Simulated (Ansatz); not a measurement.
Results of the Gaussian-basis code of Ansatz.

H$_{6}$IN$_{3}$Zr, SMILES `[NH2][Zr]([NH2])([NH2])[I]` at its PBE0-D4/def2-TZVP geometry, where that method's forces vanish. The species carries charge 0 and has multiplicity 1. Zr, I takes the def2 core potential.

| atom | x (Å) | y (Å) | z (Å) |
| --- | --- | --- | --- |
| N1 | 1.275 | 0.998 | 0.998 |
| Zr2 | 0.110 | 0.139 | -0.412 |
| N3 | 0.316 | -1.862 | -0.222 |
| N4 | -1.808 | 0.590 | 0.037 |
| I5 | 0.791 | 0.999 | -2.961 |
| H6 | 2.284 | 1.049 | 0.939 |
| H7 | 0.968 | 1.519 | 1.807 |
| H8 | 0.859 | -2.356 | 0.471 |
| H9 | -0.047 | -2.530 | -0.891 |
| H10 | -2.220 | 1.503 | -0.112 |
| H11 | -2.528 | -0.048 | 0.345 |

For each bond, give half the difference of the two atoms' forces along it (eV/Å; positive pushes the atoms apart) under PBE-D4, r2SCAN-D4, B3LYP-D4, ωB97M-V in def2-TZVPP. (Estimate.)

The calculation gave: 
```
  bond  length (Å)  PBE-D4  r2SCAN-D4  B3LYP-D4  ωB97M-V
N1–Zr2       2.021   -0.03       0.06      0.12     0.02
 N1–H6       1.012    0.23       0.01     -0.05    -0.02
 N1–H7       1.010    0.21      -0.01     -0.05    -0.02
Zr2–N3       2.021   -0.03       0.06      0.12     0.02
Zr2–N4       2.021   -0.03       0.06      0.12     0.02
Zr2–I5       2.775   -0.08      -0.03      0.04     0.02
 N3–H8       1.010    0.21      -0.01     -0.05    -0.02
 N3–H9       1.012    0.23       0.01     -0.05    -0.02
N4–H10       1.012    0.23       0.01     -0.05    -0.02
N4–H11       1.010    0.21      -0.01     -0.05    -0.02
```

B3LYP here is the variant with VWN-RPA as its local correlation; programs differ in this.
